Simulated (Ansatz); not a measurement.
Cost and result for the atomization energy of BClFH3Si, SMILES `FB[SiH2]Cl` (7 atoms, 6 bonds).

Total charge 0; spin multiplicity 1. All single points use the PBE0-D4/def2-TZVP geometry. It is one conformer, not always the lowest. Program: Ansatz. All runs use 2 threads of an Arm Neoverse V2 on a shared host. Times are those of one run each, without the atoms' runs, and a repeat can differ threefold. Electronic energies, without spin–orbit coupling; frozen cores. CCSD(T)/CBS adds CCSD(T) − MP2 in def2-TZVPP to the MP2 limit, and its time is that of the two runs behind it. T1 = 0.012. B3LYP takes the VWN-RPA correlation (the form of Gaussian; ORCA's B3LYP/G). HSE06 is the plane-wave form, built on full-range PBE exchange.

CCSD(T)/CBS is a level of theory with its own doubt, some kJ/mol a heavy atom from the limit and from the frozen cores, so smaller differences don't rank the functionals.

| level | functions | wall time | atomization (kJ/mol) | difference from CCSD(T)/CBS | per bond |
| --- | --- | --- | --- | --- | --- |
| LDA (SPW92)/def2-TZVPP | 188 | 1.4 s | 2658.2 | 305.0 | 50.8 |
| CCSD(T)/def2-SVP | 79 | 1.9 s | 2209.8 | -143.4 | -23.9 |
| HSE06-D4/def2-TZVPP | 188 | 2.7 s | 2350.0 | -3.2 | -0.5 |
| BHLYP-D4/def2-TZVPP | 188 | 3.1 s | 2303.3 | -49.9 | -8.3 |
| PBE0-D4/def2-TZVPP | 188 | 3.1 s | 2348.6 | -4.6 | -0.8 |
| B3LYP-D4/def2-TZVPP (with forces) | 188 | 4.3 s | 2349.7 | -3.5 | -0.6 |
| r2SCAN-D4/def2-TZVPP (with forces) | 188 | 4.9 s | 2372.5 | 19.3 | 3.2 |
| r2SCANh-D4/def2-TZVPP | 188 | 5.5 s | 2358.1 | 4.9 | 0.8 |
| B97M-V/def2-TZVPP | 188 | 9 s | 2378.0 | 24.8 | 4.1 |
| ωB97M-V/def2-TZVPP (with forces) | 188 | 12 s | 2366.8 | 13.6 | 2.3 |
| MP2/def2-QZVPP | 344 | 16 s | 2378.7 | 25.5 | 4.3 |
| CCSD(T)/def2-TZVPP | 188 | 47 s | 2291.3 | -61.9 | -10.3 |
| CCSD(T)/CBS(def2) | – | 63 s | 2353.2 | 0.0 | 0.0 |

From BLYP to BHLYP (50 % exact exchange), in def2-TZVPP and without D4, the atomization energy moves by −23.4 kJ/mol: exact exchange takes away binding that semilocal exchange gives to molecules. In def2-TZVPP, CCSD(T) changes the Hartree–Fock value by +466.8 kJ/mol (the triples alone add +29.8 kJ/mol) and MP2 by +517.3 kJ/mol; breaking electron pairs costs correlation energy, which Hartree–Fock lacks. At CCSD(T), def2-SVP lies −143.4 kJ/mol from the extrapolated value and def2-TZVPP −61.9 kJ/mol: correlation converges slowly with the basis, and small sets miss more of it in the bonded molecule than in its fragments.
